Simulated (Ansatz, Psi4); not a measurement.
Input for Ansatz (a program for electronic structure):
Ansatz 0.2 input:
```yaml
crystal:
  periodic: [false, false, false]
  atoms:
    - {symbol: C, position_ang: [-0.00000000, -0.00000000, -0.59686216]}
    - {symbol: C, position_ang: [0.00000000, 0.00000000, 0.59686216]}
    - {symbol: H, position_ang: [0.00000000, 0.00000000, 1.64657465]}
    - {symbol: H, position_ang: [-0.00000000, -0.00000000, -1.64657465]}
basis:
  gaussian:
    orbitals: cc-pVTZ
hamiltonian:
  xc: pbe0
accuracy: high
```

Give the equivalent Psi4 input.

This is not unique; one that fits is 
```
memory 2 GB

molecule {
0 1
C    -0.00000000   -0.00000000   -0.59686216
C     0.00000000    0.00000000    0.59686216
H     0.00000000    0.00000000    1.64657465
H    -0.00000000   -0.00000000   -1.64657465
}

set {
  basis cc-pvtz
  scf_type pk
  puream true
  d_convergence 1e-8
  dft_radial_points 99
  dft_spherical_points 590
}

energy('pbe0')
print_variables()
```

Both were run: Ansatz gave -77.254533 Eh and Psi4 -77.254533 Eh, 0.000 mEh apart.
